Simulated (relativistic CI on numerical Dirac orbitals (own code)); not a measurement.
Hyperfine structure of Au VIII, mass number 197

Method of calculation: Dirac-Coulomb-Breit CI, KLI orbitals optimised for each configuration, model QED (radiative potential, 1s self-energy scaled to tabulated hydrogen-like ionisation energies), unscaled Slater integrals (own radial code, finite nucleus).

Configurations in the expansion (outside the closed core [Kr] 4d10 4f14 5s2): 5p6 5d4, 5p6 5d3 6s, 5p6 5d3 5f, 5p6 5d3 6p, 5p5 5d5, 5p6 5d2 6s 6p, 5p6 5d3 5g, 5p6 5d2 5f 6s, 5p6 5d3 6d, 5p6 5d3 7p, 5p6 5d3 6f, 5p6 5d2 6s2, 5p6 5d 5f 6s2, 5p6 5d 6s2 6p, 5p6 5d 5g 6s2, 5p6 5d 6s2 6d, 5p6 5d2 6p2, 5p6 5d 6s 6p2, 5p6 5d 5f 6p2, 5p6 5d 6p3, 5p6 5d 5g 6p2, 5p6 5d 6p2 6d. Double excitations out of closed p, d and f shells are left out; levels of such configurations are missing from the list, as are those of other unlisted configurations, and high levels can miss mixing partners.

Nuclear spin I = 3/2, μ = 0.1452 μN, Q = 0.547 b (tables of Stone and Pyykkö). The electronic factors are computed for point nuclear moments, without core polarisation or the Bohr-Weisskopf and QED corrections.

```csv
Level,E (eV),A (MHz),B (MHz)
5p6 5d4 5D_1,1.0295,-10.92,420
5p6 5d4 5D_2,1.8549,55.3,408
5p6 5d4 5D_3,2.4493,103.5,-176
5p6 5d4 5D_4,2.7490,151.2,-1010
5p6 5d4 3H_4,4.1012,173.4,52.8
5p6 5d4 3G_3,4.7974,188,238
5p6 5d4 3F_2,4.9330,169.3,614
5p6 5d4 3H_5,5.0981,174.6,893
```

Levels with J = 0, under 50 % of one LS term, or S terms without an open s electron are left out. Small factors come from cancelling terms and can be off by tens of per cent or more.

At this charge configurations can still be misplaced by up to about 7 % of their energy. Terms inside the open d or f shell come out 10 to 20 % too wide with unscaled integrals. Levels and lines within the n = 5 or 6 shells can be off by up to 10 % or somewhat more, and those that change n by about 2 %, since core polarisation is missing.

**Question.** Give the hyperfine levels of 5p6 5d4 5D_3 relative to its centre of gravity.

**Answer.** With K = F(F + 1) − I(I + 1) − J(J + 1), E = AK/2 + B[¾K(K + 1) − I(I + 1)J(J + 1)]/[2I(2I − 1)J(2J − 1)]: F = 3/2: -726.3, F = 5/2: -335.8, F = 7/2: 87.84, F = 9/2: 421.7 MHz.

LS names give the leading component of a level, which can be under half, so a name can repeat, a term be missing and a line seem to break the LS rules.
